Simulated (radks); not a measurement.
Coulomb parameter of the 3d shell of the copper ion Cu2+ in the model configuration [Ar] 3d8 4p1, as a second difference U = [E(n + 1) + E(n - 1) - 2 E(n)] / (1)^2 with all orbitals relaxed. "Bare": the charge of the atom changes with n. "Screened": the 4p shell takes up the change at fixed total charge, which measures U(3d,3d) + U(4p,4p) - 2 U(3d,4p). Method: Dirac Kohn-Sham, PBE, spin-unpolarised, spherical densities, point nucleus; open shells are shared between the two j in proportion to 2j + 1; computed with a radial shooting solver on a logarithmic mesh with Libxc functionals.

[
 {"case": "start", "configuration": "[Ar] 3d8 4p1", "E - E(n) (eV)": "0.000"},
 {"case": "bare +1", "configuration": "[Ar] 3d9 4p1", "E - E(n) (eV)": "-28.966"},
 {"case": "bare -1", "configuration": "[Ar] 3d7 4p1", "E - E(n) (eV)": "47.945"},
 {"case": "screened +1", "configuration": "[Ar] 3d9", "E - E(n) (eV)": "-17.066"},
 {"case": "screened -1", "configuration": "[Ar] 3d7 4p2", "E - E(n) (eV)": "23.360"}
]

U(bare) = 18.979 eV, U(screened by 4p) = 6.294 eV.
